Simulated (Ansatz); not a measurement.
CH7InN2, SMILES `[CH3][In]([NH2])[NH2]`. The species carries charge 0 and has multiplicity 1. In: def2 effective core potential. Geometry: relaxed with PBE0-D4/def2-TZVP. It is one conformer, not always the lowest.

```xyz
11

C     0.956   -0.733   -1.565
In   -0.089    0.072    0.119
N    -1.898   -0.597    0.735
N     0.476    1.762    1.080
H     1.517    0.052   -2.072
H     0.253   -1.180   -2.268
H     1.655   -1.503   -1.236
H    -2.181   -1.539    0.515
H    -2.228   -0.355    1.657
H     1.439    2.059    1.040
H     0.101    1.962    1.995
```

(1) What is the dipole moment at PBE/def2-TZVPP? (Estimate.)

(2) And with r2SCAN, B3LYP, ωB97M-V? (Best estimate.)

(3) Give the Mulliken charges with PBE, r2SCAN, B3LYP in def2-TZVPP. (Estimate.)

Answers

(1) Computed: 1.50 D, with components (0.93, -1.02, 0.59) D in this frame, pointing from negative to positive charge.

(2) The calculation gave: r2SCAN 1.56 D, B3LYP 1.63 D, ωB97M-V 1.70 D.

(3) Ansatz gave: 
```tsv
atom	PBE	r2SCAN	B3LYP
C1	-0.56	-0.46	-0.57
In2	0.66	0.74	0.77
N3	-0.50	-0.56	-0.51
N4	-0.50	-0.56	-0.51
H5	0.12	0.09	0.12
H6	0.12	0.09	0.12
H7	0.11	0.08	0.11
H8	0.13	0.14	0.12
H9	0.14	0.15	0.12
H10	0.13	0.14	0.12
H11	0.14	0.15	0.12
```

B3LYP here is the variant with VWN-RPA as its local correlation; programs differ in this.
